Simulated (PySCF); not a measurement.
Vertical excitations of a molecule C2H9NSi3 from TDA-ωB97X/def2-SVPD run with PySCF, as energy in eV (oscillator strength): 3.85 (0.003), 5.98 (0.068), 6.09 (0.010), 6.70 (0.001), 6.79 (0.000), 6.82 (0.040). Lowest triplet (TDA): 3.25 eV. The structure is a stationary point at PBE0-D3(BJ)/def2-SVP. The values are those of a single conformer.

**Question.** Which molecule gave these data?
(A) [SiH3]C1=N[SiH2][SiH2]C1
(B) N[SiH2]C#C[SiH2][SiH3]
(C) [SiH3]N[Si@H]1C=C[SiH2]1
(D) C=C1[SiH2]N([SiH3])[SiH2]1

**Answer.** A, [SiH3]C1=N[SiH2][SiH2]C1
